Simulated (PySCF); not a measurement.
**Static response to an electric field**

C7H4ClFO.
Atom-mapped SMILES: `[O:1]=[C:2]([Cl:3])[c:4]1[cH:5][cH:6][c:7]([F:8])[cH:9][cH:10]1` (hydrogens: H11 on C5; H12 on C6; H13 on C9; H14 on C10)

Cartesian coordinates in Å at the PBE0-D3(BJ)/def2-SVP level; atoms count from 1:
```
atom  x, y, z in Å
O1     6.0399    2.3061   -0.8591
C2     5.4807    1.2834   -0.6317
Cl3    6.4392   -0.1924   -0.3015
C4     4.0141    1.0937   -0.5911
C5     3.3947   -0.1266   -0.2950
C6     2.0094   -0.2221   -0.2703
C7     1.2514    0.9116   -0.5457
F8    -0.0708    0.8232   -0.5212
C9     1.8417    2.1369   -0.8463
C10    3.2258    2.2224   -0.8664
H11    4.0088   -1.0021   -0.0818
H12    1.5043   -1.1613   -0.0402
H13    1.2081    2.9997   -1.0582
H14    3.7232    3.1664   -1.0967
```

Level: PBE0/def2-SVPD (PySCF), static field, nuclei fixed, core orbitals frozen in the response. The polarisability tensor in these axes (au):

```
x   137.04  -4.31   0.95
y    -4.31 103.15 -11.10
z     0.95 -11.10  59.01
```

**Question.** What are the eigenvalues, a third of the trace, and Δα (Δα² = ½Σ(αi − αj)² over the three pairs)?

**Answer.** Principal values 56.38, 105.17 and 137.65 au; mean 99.73 au = 14.78 Å³ = 16.44 × 10⁻⁴⁰ C²·m²/J; Δα = 70.86 au (71 % of the mean).

**Question.** What is the dipole moment, and where does it point?

**Answer.** (-2.49, -0.66, 0.14) D, 2.58 D in size, pointing from the negative to the positive side. Measured along this direction, the outermost atoms are O1 at the negative end and F8 at the positive end.

**Question.** What depolarisation ratio follows for Rayleigh scattering of linearly polarised light, taking the static tensor?

**Answer.** ρ = 3Δα²/(45ᾱ² + 4Δα²) = 15061.8/(447593 + 20082.3) = 0.0322.

**Question.** What are the principal values of the traceless quadrupole moment, Θ = ½Σq(3rr − r²1), about the centre of nuclear charge?

**Answer.** -13.05, 1.28, 11.77 D·Å. The values depend on the origin, since the dipole doesn't vanish. The electronic extent ⟨r²⟩ about the same centre is 1927 bohr², a root-mean-square distance of 2.60 Å for the 80 electrons.

**Question.** How large is μ²/3kT at 500 K beside α?

**Answer.** In Gaussian units μ²/3kT = 32.19 Å³ against 14.78 Å³, a ratio of 2.18; the Debye molar polarisation (4π/3)N_A(α + μ²/3kT) is 118.5 cm³/mol, leaving out the vibrational part.

Isolated species at its PBE0-D3(BJ)/def2-SVP geometry (one conformer only).
